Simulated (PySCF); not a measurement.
TiH₅⁻, singlet: computed properties

Level of theory: PySCF, PBE0, basis Ti def2-TZVPD, H def2-TZVPD (no relativity, density fitting).

The structure is a minimum.

```xyz
6
charge -1 multiplicity 1, angstrom
Ti    0.0000    0.0000    0.0199
H     0.0000    0.0000    1.8159
H     1.5948    0.0000   -0.6906
H     0.0000    1.5948   -0.6906
H    -1.5948    0.0000   -0.6906
H     0.0000   -1.5948   -0.6906
```

- Point group: C4v
- Bond lengths: Ti–H 1.746 Å (×4), Ti–H 1.796 Å
- Bond angles: H–Ti–H 80.5° (×4), H–Ti–H 114.0° (×4), H–Ti–H 132.0° (×2)
- Rotational constants: 1.644, 1.622, 1.622 cm⁻¹
- Principal quadrupole moments (Buckingham, traceless) about the centre of mass: -0.05, -0.05, 0.11 D Å
- Heat capacity Cp at 298.15 K: 70.7 J/(mol K)
- Entropy at 298.15 K and 1 bar: 246.6 J/(mol K)
- Lowest empty level: 3.03 eV
- Highest occupied level: -2.36 eV
- Zero-point energy: 67.4 kJ/mol
- Rotational symmetry number: 4
- Dipole moment about the centre of mass: 1.59 D
- Principal polarisabilities: 64.1, 73.3, 73.3 bohr³
- Enthalpy at 298.15 K above 0 K: 14.40 kJ/mol

Harmonic modes (masses in u: Ti 47.948, H 1.008):
```csv
symmetry,ω (cm⁻¹),"IR (km/mol, summed over degenerate members)",type
e,307,43.0,bend
b1,462,0.0,bend
e,549,304,bend
a1,655,40.1,bend
b2,741,0.0,bend
b1,1486,0.0,stretch
a1,1486,994,stretch
e,1531,2269,stretch
a1,1664,50.4,stretch
```

In C4v the vibrations span 3e + 2b1 + 3a1 + b2. The b1, b2 modes carry no infrared intensity, as symmetry demands.

Charges (e); Mulliken and Löwdin values are unreliable with diffuse functions:
| atom | Mulliken | Löwdin | polar tensor | Mayer order to Ti1 |
| --- | --- | --- | --- | --- |
| Ti1 | -0.82 | 0.01 | 1.15 | – |
| H2 | -0.12 | -0.21 | -0.53 | 0.96 |
| H3,4,5,6 | -0.02 | -0.20 | -0.40 | 0.96 |

Mulliken populations on Ti1: s 7.19, p 13.18, d 2.44, f 0.01.

Outer orbital energies (eV). occupied: -4.34, -3.05, -2.50, -2.36, -2.36; empty: 3.03, 3.03, 3.15, 3.29.

Stability towards spin polarisation was not tested. This need not be the most stable arrangement of these atoms. The lowest empty level of this anion is unbound, so it and the gap depend on the basis.

The final relaxation and frequency run took 42 s on 2 threads of a shared Arm Neoverse N1 host, with 93 basis functions and 10 gradients; the process peaked at 1.4 GiB.
